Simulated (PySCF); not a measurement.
```xyz
8

C     -1.6482     0.1582     0.0607
C     -0.3770    -0.1260    -0.1425
C      0.8713     0.0488    -0.8566
S      2.3923     0.8674    -0.5150
S      2.3067    -0.6142     1.0211
C      0.8164    -0.9013     0.1286
H     -2.1439     0.9162    -0.5292
H     -2.2186    -0.3742     0.8086
```

Charge 0, multiplicity 1.

Give the Mulliken and meta-Löwdin atomic charges from TPSSh-D3(BJ)/def2-TZVP // B3LYP-D3(BJ)/def2-TZVP (PySCF).


```
atom  Mulliken (e)  meta-Löwdin (e)
----  ------------  ---------------
C1           -0.28            -0.30
C2            0.00             0.07
C3           -0.01            -0.17
S4            0.01             0.15
S5            0.01             0.15
C6           -0.01            -0.17
H7            0.14             0.14
H8            0.14             0.14
```
